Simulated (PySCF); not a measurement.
CH₆ClFSi₂. Atoms are numbered in the order given.

```xyz
11

F      1.7601    -0.6744     0.7575
Si     0.9293    -0.1550    -0.5330
Cl     0.5066     1.8375    -0.2287
C     -0.6408    -1.1218    -0.6618
Si    -1.9366    -0.7728     0.6724
H      1.8241    -0.2649    -1.7102
H     -1.0946    -0.9317    -1.6498
H     -0.3728    -2.1927    -0.6308
H     -2.9926    -1.8287     0.6229
H     -2.5703     0.5563     0.4372
H     -1.3001    -0.7866     2.0223
```

The structure is a stationary point at PBE0-D3(BJ)/def2-SVP. The structure was generated by enumeration; whether it is a known compound was not checked. Other conformers were not sampled.

Calculation: PySCF with TDA-M06-2X/def2-SVPD.

Vertical excitations. Gas-phase values at a fixed geometry.

Estimate the UV-visible absorptions. (The exact figures need the calculation; the answer reports its results.)


| state | energy (eV) | λ (nm) | f | main pairs |
|---|---|---|---|---|
| S1 | 8.05 | 154 | 0.017 | HOMO→LUMO+2 59 %, HOMO→LUMO+1 26 % |
| S2 | 8.21 | 151 | 0.011 | HOMO→LUMO 42 %, HOMO→LUMO+1 20 %, HOMO→LUMO+2 8 % |
| S3 | 8.31 | 149 | 0.052 | HOMO→LUMO 41 %, HOMO→LUMO+1 23 %, HOMO→LUMO+2 19 % |
| S4 | 8.68 | 143 | 0.001 | HOMO−1→LUMO 37 %, HOMO→LUMO+4 12 %, HOMO−1→LUMO+1 10 %, HOMO−1→LUMO+2 7 % |
| S5 | 8.76 | 142 | 0.022 | HOMO−3→LUMO 16 %, HOMO−1→LUMO+1 14 %, HOMO−4→LUMO+1 14 %, HOMO−2→LUMO 11 % |
| S6 | 8.77 | 141 | 0.017 | HOMO−2→LUMO 34 %, HOMO−2→LUMO+1 9 %, HOMO−3→LUMO+1 7 %, HOMO−4→LUMO 7 % |
| S7 | 8.93 | 139 | 0.251 | HOMO→LUMO+4 21 %, HOMO−1→LUMO 14 %, HOMO−2→LUMO+1 13 %, HOMO−2→LUMO+2 8 % |
| S8 | 8.95 | 138 | 0.055 | HOMO→LUMO+3 23 %, HOMO−4→LUMO 11 %, HOMO−2→LUMO 8 %, HOMO−1→LUMO+2 7 % |
| S9 | 9.00 | 138 | 0.068 | HOMO−1→LUMO+2 17 %, HOMO−1→LUMO 13 %, HOMO−1→LUMO+1 11 %, HOMO→LUMO+5 8 % |
| S10 | 9.02 | 137 | 0.077 | HOMO−2→LUMO+2 25 %, HOMO−3→LUMO+2 12 %, HOMO→LUMO+3 10 %, HOMO→LUMO+4 8 % |
| T1 | 7.74 | 160 | 0 | HOMO→LUMO+2 55 %, HOMO→LUMO+1 24 % |
| T2 | 7.93 | 156 | 0 | HOMO→LUMO+1 43 %, HOMO→LUMO+2 27 % |
| T3 | 7.95 | 156 | 0 | HOMO→LUMO 67 % |
| T4 | 8.30 | 149 | 0 | HOMO−1→LUMO 42 %, HOMO−1→LUMO+4 11 %, HOMO−3→LUMO+1 7 % |
Triplets are in the Tamm–Dancoff approximation.
